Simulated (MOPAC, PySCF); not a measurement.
H$_{7}$GaSi$_{2}$, SMILES `[SiH3][GaH][SiH3]`, neutral singlet in the gas phase. 

Cartesian coordinates (Å):
```xyz
10

Si     2.1364    -0.0318     0.2071
Ga    -0.0720    -0.7836    -0.4272
Si    -2.1021     0.4374     0.0550
H      2.8936     0.3673    -1.0148
H      2.9060    -1.1203     0.8741
H      2.1074     1.1396     1.1251
H     -0.1908    -2.1328    -1.2360
H     -2.6178     1.0455    -1.2062
H     -1.8938     1.5380     1.0355
H     -3.1670    -0.4593     0.5871
```
Charge 0, spin multiplicity 1.

All levels are single points at this geometry (PBE0-D3(BJ)/def2-TZVP); Pople sets use spherical d functions. Orbital energies aren't observables, and empty levels follow the basis.

PBE/6-31G* in PySCF gives HOMO (eV) = -6.21.

**Question.** Estimate the HOMO (eV) from each of these levels: PBE-D3(BJ)/def2-TZVP in PySCF; PBE0-D3(BJ)/def2-TZVP in PySCF; B3LYP/3-21G in PySCF; B3LYP/6-311+G** (LANL2DZ on Ga) in PySCF; B3LYP/6-31G* in PySCF; BP86/6-31G* in PySCF; M06-2X/6-31G* in PySCF; SVWN5/6-31G* in PySCF; HF/6-31G* in PySCF; AM1 in MOPAC; PM6 in MOPAC; PM7 in MOPAC.

**Answer.** 
| level | HOMO (eV) |
|---|---|
| PBE-D3(BJ)/def2-TZVP in PySCF | -6.29 |
| PBE0-D3(BJ)/def2-TZVP in PySCF | -7.28 |
| B3LYP/3-21G in PySCF | -7.11 |
| B3LYP/6-311+G** (LANL2DZ on Ga) in PySCF | -7.16 |
| B3LYP/6-31G* in PySCF | -6.99 |
| BP86/6-31G* in PySCF | -6.31 |
| M06-2X/6-31G* in PySCF | -8.12 |
| SVWN5/6-31G* in PySCF | -6.28 |
| HF/6-31G* in PySCF | -9.52 |
| AM1 in MOPAC | -9.24 |
| PM6 in MOPAC | -9.24 |
| PM7 in MOPAC | -9.22 |
